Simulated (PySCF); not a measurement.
**P(3+) (phosphorus, charge +3): PBE0 calculation**

Configuration: [Ne] 3s2, closed-shell 1S. Calculation: PySCF 2.14, in x2c-SVPall; scalar relativity by spin-free X2C-1e.

- Total energy: -339.6077 hartree
- One-electron energy: -452.4402 hartree
- Hartree (Coulomb) energy: 134.8942 hartree
- Exchange-correlation energy: -22.0617 hartree
- ⟨S²⟩: 0.0000
- ⟨L²⟩: 0.000
- Sum of ⟨r⟩: 7.530 bohr
- Sum of ⟨r²⟩: 8.948 bohr²
- Langevin diamagnetic susceptibility: -7.09 ×10⁻⁶ cm³/mol
- Time after the integrals: 0.12 s of wall time on 1 thread of Neoverse-N1 (shared host)

```json
{"shell": "1s", "electrons": "2", "mean orbital energy (hartree)": "-78.94809", "rms radius, mean of both spins (bohr)": "0.120"}
{"shell": "2s", "electrons": "2", "mean orbital energy (hartree)": "-8.12547", "rms radius, mean of both spins (bohr)": "0.563"}
{"shell": "2p", "electrons": "6", "mean orbital energy (hartree)": "-6.23111", "rms radius, mean of both spins (bohr)": "0.540"}
{"shell": "3s", "electrons": "2", "mean orbital energy (hartree)": "-1.72433", "rms radius, mean of both spins (bohr)": "1.81"}
```

Densities and radii are taken from the X2C orbitals without a picture-change correction, which distorts them close to the nucleus.
